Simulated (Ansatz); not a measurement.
C₄H₅Si, SMILES C1C=C[SiH]C=1, multiplicity 2.

Coordinates come from a PBE-D3(BJ)/def2-SVP optimisation. The geometry has at least one imaginary mode, so it is a saddle point at that level. The isomer is the one that the SMILES or the coordinates give; other isomers of the formula were not compared.

Two levels are set side by side: PBE/def2-SVPD (Ansatz, a quantum-chemistry and plane-wave program) and PBE0/def2-SVPD (Ansatz). Energy differences of separate SCF runs at the same geometry; the states with an electron removed or added have multiplicity 1 and 1. Differences are taken from unrounded values.

```tsv
quantity	PBE0
vertical ionisation energy (eV)	7.48
vertical electron affinity (eV)	1.09
```

### Question
What does PBE give, and how far is it from PBE0? (An estimate is asked for; the answer gives what the named calculation found.)

### Answer

```csv
quantity,PBE,PBE minus PBE0
vertical ionisation energy (eV),7.49,0.01
vertical electron affinity (eV),1.17,0.07
```
